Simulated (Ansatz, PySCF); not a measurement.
Process, species as SMILES: COB(O)O [methoxyboronic acid] -> [O]B(O)O + [CH3] (CH3) (the C-O bond at the site shown breaks; other sites are not compared here)
Geometries: B3LYP-D3(BJ)/def2-TZVP minima from Ansatz (a program for electronic structure), one conformer each, not searched for the lowest. Frequencies are from Ansatz or PySCF.

Quantity: bond dissociation energy (enthalpy at 298 K, with B3LYP-D3(BJ) rigid-rotor harmonic-oscillator terms), in kcal/mol. Cores are frozen in the correlated levels unless marked. UHF or UKS for open shells. No spin-orbit coupling. Non-relativistic unless marked X2C. CBS marks a two-point X^-3 extrapolation of the correlation energy; Hartree-Fock from the larger set. [CCSD(T)-MP2]/basis is that difference in the basis named.

```csv
level,program,bond dissociation energy (kcal/mol)
HF/aug-cc-pVTZ,Ansatz,57.7
revPBE-D4/def2-TZVPD,Ansatz + dftd4,94.0
r2SCAN0-D4/def2-TZVPD,Ansatz + dftd4,88.6
"RI-MP2/CBS(cc-pVTZ,cc-pVQZ)",Ansatz,106.6
SCS-MP2/cc-pVDZ,Ansatz,95.6
X2C-CCSD(T)/cc-pVTZ-DK,Ansatz,95.6
"RI-MP2/CBS(cc-pVTZ,cc-pVQZ)+[CCSD(T)-MP2]/cc-pVTZ",Ansatz,99.0
```
